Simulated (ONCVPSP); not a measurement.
## silver (Ag): excitation energies, all-electron against ONCV

Ag, optimised norm-conserving Vanderbilt (ONCV), made with ONCVPSP 4.0.1 (PBE, scalar-relativistic). Core [Ar] 3d10, reference 4s2 4p6 4d9 (charge +2). Waves: 4s: rc 1.20 bohr, ncon 4, nbas 7, qcut 8.2 1/bohr, 3 projectors, debl 1.9 Ha; 4p: rc 1.10 bohr, ncon 4, nbas 7, qcut 8.2 1/bohr, 2 projectors, debl 2.7 Ha; 4d: rc 1.20 bohr, ncon 4, nbas 7, qcut 8.5 1/bohr, 2 projectors, debl 0.9 Ha. Local part: polynomial inside 0.75 bohr (lpopt 5, dvloc0 0 Ha). Core correction: Teter function, fcfact 3.25, rcfact 1.15.

In the s channel the program set the typed energies aside and used -4.322, 0.250, 2.150 Ha. In the p channel the program set the typed energies aside and used -2.976, 0.250 Ha. In the d channel the program set the typed energies aside and used -1.062, 0.250 Ha.

Energies are relative to the spin-unpolarised reference configuration 4s2 4p6 4d9; without spin polarisation the order of configurations can differ from experiment.

**Question.** Give the all-electron excitation energy and the error of the potential for: 4s2 4p6 4d10 5s1; 4s2 4p6 4d10; 4s2 4p6 4d8; 4s1 4p6 4d10 5s1.

**Answer.**

```
valence configuration  charge  ΔE all-electron (eV)  error AE − PS (meV)
     4s2 4p6 4d10 5s1       0               -29.871                 +2.6
         4s2 4p6 4d10      +1               -22.114                 +1.3
          4s2 4p6 4d8      +3                36.193                 -3.1
     4s1 4p6 4d10 5s1      +1                72.182                  -76
```

Levels in the configuration 4s2 4p6 4d8:

```csv
level,all-electron (eV),pseudo (eV)
4s,-133.705,-133.698
4p,-96.837,-96.833
4d,-43.741,-43.739
```
